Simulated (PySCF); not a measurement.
These are PBE0-D4/def2-TZVP run with PySCF 2.14.0 values and carry that method's errors. All species are isolated molecules in the gas phase. One relaxed conformer stands for a flexible species; it need not be the lowest. Excitations are Tamm–Dancoff values on a coarser integration grid. The basis has no diffuse functions, so Rydberg states are missing or too high.

Reference species (SMILES): `C[SiH2]O` (C–Si–O–H torsion 70°) (neutral, multiplicity 1).

* **T1 excitation (TDA)**: 6.97 eV
* **HOMO**: -8.41 eV
* **S1 excitation (TDA)**: 7.36 eV

Changed species: `O[SiH2]I` (H–O–Si–I torsion 54°) (X = iodo; the reference has X = methyl).

Question: Predict the effect on the T1 excitation (TDA), HOMO and S1 excitation (TDA).

Answer: the T1 excitation (TDA) decreases by 1.47 eV, to 5.50 eV; the HOMO rises by 0.72 eV, to -7.69 eV; the S1 excitation (TDA) drops by 1.35 eV, to 6.01 eV.
